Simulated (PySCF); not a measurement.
Predicted microwave data (B3LYP/def2-SVPD in PySCF (dipole) on a GFN2-xTB geometry, gas phase) for one isomer of C5H7N3:

| Property | Result |
| --- | --- |
| Rotational constants | A = 4158, B = 1830, C = 1291 MHz |
| Dipole components | \|μa\| = 0.00 D, \|μb\| = 5.38 D, \|μc\| = 0.00 D |
| Inertial defect | -6.26 u·Å² |
| κ | -0.62 |

Question: Which candidate fits, each taken in the one conformer that was computed?
A. `[CH2:1]=[CH:2][c:3]1[n:4][n:5][c:6]([CH3:7])[nH:8]1` with C1–C2–C3–N4 0°
B. `Cc1cc(C)nnn1` (4,6-dimethyl-1,2,3-triazine)

Answer: B. It is Cc1cc(C)nnn1, an asymmetric top, point group C2v. The candidates at the same level (rigid rotor, commonest isotopes):

| SMILES | A (MHz) | B (MHz) | C (MHz) | μa (D) | μb (D) | μc (D) | Δ (u·Å²) | point group | rotor |
| --- | --- | --- | --- | --- | --- | --- | --- | --- | --- |
| C=Cc1nnc(C)[nH]1 | 7312 | 1324 | 1129 | 0.59 | 5.31 | 0.00 | -3.16 | Cs | near-prolate asymmetric top |
| Cc1cc(C)nnn1 | 4158 | 1830 | 1291 | 0.00 | 5.38 | 0.00 | -6.26 | C2v | asymmetric top |

`C=Cc1nnc(C)[nH]1` has A 76 % too high. In the right answer the symmetry axis of this C2v structure is b, so μa and μc vanish by symmetry. No structure here is proved a minimum.
